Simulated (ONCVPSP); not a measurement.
# Before and after: ONCV potential for V

```json
{
  "Element": "vanadium",
  "Generator": "ONCVPSP 4.0.1",
  "Type": "optimised norm-conserving Vanderbilt (ONCV)",
  "Functional": "PBEsol",
  "Relativity": "scalar-relativistic",
  "Frozen core": "[Ne]",
  "Valence charge": "13",
  "Reference configuration": "3s2 3p6 3d3 4s0.5 (charge +1.5)",
  "Partial waves": "3s+4s: rc 1.30 bohr, ncon 4, nbas 8, qcut 11.9 1/bohr, 2 projectors; 3p: rc 1.15 bohr, ncon 3, nbas 7, qcut 13.5 1/bohr, 1 projector; 3d: rc 2.30 bohr, ncon 4, nbas 9, qcut 7.1 1/bohr, 2 projectors, debl 3.2 Ha",
  "Local potential": "polynomial inside 0.95 bohr (lpopt 5, dvloc0 0 Ha)",
  "Core correction": "Teter function, fcfact 4.5, rcfact 1.45"
}
```

Change: all radii but the core radius scaled by about 0.82 (s 1.06, p 0.94, d 1.88 bohr); local potential polynomial inside 0.78 bohr (lpopt 5, dvloc0 0 Ha).

Cutoffs: the cutoffs (Ha) at which the residual kinetic energy of the hardest occupied pseudo-wave falls to 1 and 0.1 mHa per electron; they do not see the model core or the augmentation charge, which bear on the density cutoff. Errors are all-electron minus pseudo energies relative to the spin-unpolarised reference configuration.

Problem. What does the change do?

Solution. The potential gets harder (47 Ha and 60 Ha → 52 Ha and 66 Ha); of the 4 tests that both files solve, the error grows in 0 and shrinks in 2 by more than 15 % and 0.3 meV (median size 2.9 → 3.0 meV); neither file shows a bound ghost. A smaller radius makes the pseudo-wave follow the all-electron one further in, where it bends more sharply, so more plane waves are needed.

```csv
quantity,base,changed
"cutoff, loose",47 Ha,52 Ha
"cutoff, tight",60 Ha,66 Ha
loose cutoff by channel,"s 40 Ha, p 47 Ha, d 19 Ha","s 47 Ha, p 52 Ha, d 22 Ha"
bound ghosts,none,none
GHOST(+) flags under 300 eV,none,none
"error for 3s2 3p6 3d3 4s2, meV [ΔE -14.02 eV]",+5.1,+5.0
"error for 3s2 3p6 3d3 4s1, meV [ΔE -6.27 eV]",+0.7,+0.9
"error for 3s2 3p6 3d3 4s0, meV [ΔE 7.93 eV]",-0.7,+0.1
"error for 3s2 3p5 3d3 4s2, meV [ΔE 36.84 eV]",-177,-114
"rms error of d²Exc/dni dnj with the model core, mHa",1.29,0.63
```
